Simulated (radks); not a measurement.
Effect of the nuclear size on the iodine ion I33+, [Ar] 3d2. Method: Dirac Kohn-Sham, exchange-only LDA, spin-unpolarised, spherical densities, finite nucleus; open shells fill j = l - 1/2 first; Fermi nuclear charge, rms radius 4.75 fm; computed with a radial shooting solver on a logarithmic mesh with Libxc functionals. The rms radius is varied about that value; shifts are against it.

| rms radius (fm) | total energy shift (eV) | density at nucleus (e/bohr^3) | 1s1/2 shift (meV) | 2s1/2 shift (meV) | 3s1/2 shift (meV) | 3p1/2 shift (meV) | 3d3/2 shift (meV) | 4s1/2 (empty) shift (meV) | 4p1/2 (empty) shift (meV) |
|---|---|---|---|---|---|---|---|---|---|
| 4.0423 | -1.63 | 2.551e+05 | -682 | -81.2 | -19.0 | 0.661 | 1.04 | -6.80 | 0.199 |
| 4.598 | -0.369 | 2.495e+05 | -154 | -18.4 | -4.30 | 0.149 | 0.234 | -1.54 | 0.045 |
| 4.75 | 0 | 2.481e+05 | 0.000 | 0.000 | 0.000 | 0.000 | 0.000 | 0.000 | 0.000 |
| 4.9922 | 0.608 | 2.46e+05 | 254 | 30.3 | 7.10 | -0.246 | -0.386 | 2.53 | -0.074 |
| 5.586 | 2.20 | 2.413e+05 | 922 | 110 | 25.7 | -0.892 | -1.40 | 9.18 | -0.268 |

Slopes of the eigenvalues against <r^2> in GHz/fm^2, as finite differences over the two radii next to the reference (eigenvalue slopes, not the field-shift constants of lines): 1s1/2 26100, 2s1/2 3110, 3s1/2 729, 3p1/2 -25.3, 3d3/2 -39.7, 4s1/2 (empty) 260, 4p1/2 (empty) -7.61.
